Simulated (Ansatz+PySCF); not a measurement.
Two shapes of singlet CH₃I.

Shape 1:

```xyz
5

C     0.0000    0.0000   -1.8143
I     0.0000    0.0000    0.3272
H     0.0000   -1.0420   -2.1517
H    -0.9024    0.5210   -2.1517
H     0.9024    0.5210   -2.1517
```

Shape 2:

```xyz
5

C     0.0314   -0.0365   -1.8278
I     0.0177    0.0257    0.3662
H     0.0032   -1.0842   -2.1782
H    -0.8766    0.5444   -2.1158
H     0.9017    0.5638   -2.1775
```

Basis set: def2-SVP (spherical functions, with the set's core potentials past Kr). Frozen core: 5 orbitals. Charge 0, multiplicity 1.

Computed with Ansatz (development build ahead of 0.2.0); each method stands on the lowest determinant of its kind that the runs found.

(1) Which shape is lower in energy, and by how much in each method?

## Answers

(1)

```csv
method,E(2) − E(1) (eV)
RHF-MP2,0.069
PBE (restricted),0.035
PBE (unrestricted),0.035
PBE0 (unrestricted),0.068
r²SCAN (restricted),0.056
```

Shape 1 is lower.
